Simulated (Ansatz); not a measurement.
Born–Oppenheimer molecular dynamics of FH5N2Si (9 atoms, charge 0, multiplicity 1). It starts from a relaxed structure.

All numbers below come from Ansatz, RKS B3LYP-D4/def2-SVP.

```
ensemble        : NVT, Langevin thermostat
time step       : 0.5 fs
steps asked     : 150
set temperature : 700 K
friction        : 0.005 /fs
seed            : 778667
```

First frame:

```xyz
9
Properties=species:S:1:pos:R:3
Si 0.027 0.043 -0.073
H 0.023 -0.268 1.381
N 1.669 0.123 -0.542
H 2.380 -0.436 -0.082
H 1.936 0.377 -1.487
N -0.746 1.466 -0.638
H -1.750 1.494 -0.777
H -0.363 2.385 -0.446
F -0.848 -1.162 -0.748
```

Question: How far do the bonds stretch over the last three quarters of this one trajectory? (Pairs bonded in most of those frames.)

Answer: 
```tsv
bond	mean (Å)	spread (Å)	shortest	longest
Si1–H2	1.492	0.029	1.45	1.55
Si1–N3	1.722	0.048	1.65	1.80
Si1–N6	1.738	0.039	1.67	1.78
Si1–F9	1.640	0.037	1.59	1.69
N3–H4	1.028	0.051	0.95	1.11
N3–H5	1.028	0.061	0.93	1.12
N6–H7	1.025	0.025	0.99	1.07
N6–H8	1.020	0.027	0.97	1.07
```

Mean temperature of the second half: 593 K. The mean temperature of the second half is 15 % below the set value. A run of 0.075 ps of so small a system gives no equilibrium averages.

Time of the run: 6.9 min on 1 thread of Arm Neoverse V1, with other jobs on the host, peak memory 0.16 GiB.
